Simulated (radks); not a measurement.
Results of a calculation; reference values are marked as such.
All-electron atom: Hg2+ in [Xe] 4f14 5d10. Level of theory: scalar-relativistic Kohn-Sham, Slater X-alpha with alpha = 0.792, spin-polarised, spherical densities, finite nucleus; Fermi nuclear charge, rms radius 5.4648 fm (a radial shooting solver on a logarithmic mesh with Libxc functionals).

Radial electron density D(r) = 4 pi r^2 rho(r):

| r (bohr) | D(r) (e/bohr) |
|---|---|
| 0.001952 | 28.00 |
| 0.002255 | 33.68 |
| 0.002583 | 39.83 |
| 0.002983 | 47.17 |
| 0.003445 | 55.31 |
| 0.003979 | 64.10 |
| 0.004559 | 72.80 |
| 0.005265 | 82.10 |
| 0.00608 | 91.03 |
| 0.007022 | 99.01 |
| 0.008045 | 105.1 |
| 0.009291 | 109.5 |
| 0.01073 | 111.3 |
| 0.01239 | 110.5 |
| 0.0142 | 107.7 |
| 0.0164 | 103.6 |
| 0.01894 | 99.96 |
| 0.02187 | 98.79 |
| 0.02505 | 101.6 |
| 0.02893 | 109.5 |
| 0.03342 | 121.8 |
| 0.03859 | 135.7 |
| 0.04421 | 146.3 |
| 0.05106 | 150.9 |
| 0.05897 | 146.6 |
| 0.0681 | 135.3 |
| 0.07802 | 123.8 |
| 0.09011 | 117.8 |
| 0.1041 | 122.0 |
| 0.1202 | 132.9 |
| 0.1377 | 140.4 |
| 0.159 | 135.9 |
| 0.1837 | 117.0 |
| 0.2121 | 93.56 |
| 0.243 | 79.68 |
| 0.2806 | 79.86 |
| 0.3241 | 88.70 |
| 0.3743 | 92.70 |
| 0.4288 | 84.58 |
| 0.4952 | 66.02 |
| 0.5719 | 46.33 |
| 0.6605 | 32.76 |
| 0.7567 | 26.47 |
| 0.874 | 23.49 |
| 1.009 | 20.80 |
| 1.166 | 17.00 |
| 1.335 | 12.80 |
| 1.542 | 8.616 |
| 1.781 | 5.290 |
| 2.057 | 2.958 |
| 2.357 | 1.549 |
| 2.722 | 0.6886 |
| 3.143 | 0.2616 |
| 3.63 | 0.08232 |
| 4.159 | 0.02257 |
| 4.803 | 0.004479 |

D(r) has 4 maxima, at r = 0.0110, 0.0511, 0.142, 0.365 bohr, and minima at 0.0213, 0.0916, 0.259 bohr, inside which lie 1.88, 11.04, 29.97 electrons.
